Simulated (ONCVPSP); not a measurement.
An all-electron radial function and its pseudo partner (boron (B))

Columns: radius, all-electron u(r) and pseudo u(r) of the 2s shell (level -9.77 eV) of boron in the configuration [He] 2s1 2p2; BLYP, scalar-relativistic, ONCV scheme, ONCVPSP 4.0.1.

| r (bohr) | all-electron | pseudo |
| --- | --- | --- |
| 0.140 | -0.3070 | 0.0622 |
| 0.280 | -0.2431 | 0.1314 |
| 0.420 | -0.0583 | 0.2049 |
| 0.560 | 0.1460 | 0.2918 |
| 0.700 | 0.3288 | 0.3843 |
| 0.840 | 0.4764 | 0.4797 |
| 0.980 | 0.5871 | 0.5813 |
| 1.120 | 0.6640 | 0.6629 |
| 1.260 | 0.7113 | 0.7113 |
| 1.400 | 0.7341 | 0.7341 |
| 1.540 | 0.7376 | 0.7376 |
| 1.680 | 0.7264 | 0.7264 |
| 1.820 | 0.7043 | 0.7043 |
| 1.960 | 0.6747 | 0.6747 |
| 2.100 | 0.6400 | 0.6400 |
| 2.240 | 0.6023 | 0.6023 |
| 2.380 | 0.5631 | 0.5631 |
| 2.520 | 0.5236 | 0.5236 |
| 2.660 | 0.4847 | 0.4847 |
| 2.800 | 0.4469 | 0.4469 |
| 2.940 | 0.4107 | 0.4107 |
| 3.080 | 0.3763 | 0.3763 |
| 3.220 | 0.3439 | 0.3439 |
| 3.360 | 0.3136 | 0.3136 |
| 3.500 | 0.2855 | 0.2855 |
| 3.640 | 0.2594 | 0.2594 |

Q: How many radial nodes do the two functions have?

A: The all-electron 2s function has n − l − 1 = 1; the pseudo-wave has 0, since the states of the same l below it are removed with the core.

Q: At about which radius was the pseudo-wave matched?

A: 1.35 bohr, where the columns begin to agree (steps of 0.14 bohr).

Q: Is the pseudo-wave norm-conserving?

A: Yes: the ONCV scheme keeps the norm inside the radius equal to the all-electron one, which fixes the energy derivative of the logarithmic derivative at the level.
